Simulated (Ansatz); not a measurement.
Basis-set series for C3H8Ge, SMILES `C=[C](C)[GeH3]`. Charge 0, multiplicity 1. All single points use the PBE0-D4/def2-TZVP geometry.

```xyz
12

C    -0.360    1.457    0.616
C    -0.184    0.216    0.174
C    -1.141   -0.892    0.484
Ge    1.371   -0.205   -0.922
H     0.336    2.258    0.389
H    -1.219    1.722    1.230
H    -1.970   -0.542    1.105
H    -0.640   -1.710    1.012
H    -1.558   -1.322   -0.432
H     0.925   -0.757   -2.290
H     2.227   -1.288   -0.238
H     2.213    1.064   -1.128
```

| functional | basis | functions | energy (Eh) | HOMO (eV) | LUMO (eV) |
| --- | --- | --- | --- | --- | --- |
| PBE0-D4 | def2-TZVPP | 253 | -2195.73953 | -7.54 | -0.05 |
| PBE0-D4 | def2-QZVPP | 500 | -2195.79117 | -7.54 | -0.11 |
| ωB97M-V | def2-TZVPP | 253 | -2195.95354 | -9.76 | 2.03 |
| ωB97M-V | def2-QZVPP | 500 | -2196.00403 | -9.76 | 1.74 |

Q: Give the rows for def2-SVP. (Best estimate.)

A: Computed: 
| functional | basis | functions | energy (Eh) | HOMO (eV) | LUMO (eV) |
| --- | --- | --- | --- | --- | --- |
| PBE0-D4 | def2-SVP | 114 | -2195.34909 | -7.49 | 0.13 |
| ωB97M-V | def2-SVP | 114 | -2195.55511 | -9.69 | 2.31 |

Positive LUMOs are unbound and depend on the basis. Scalar relativity is left out up to krypton.
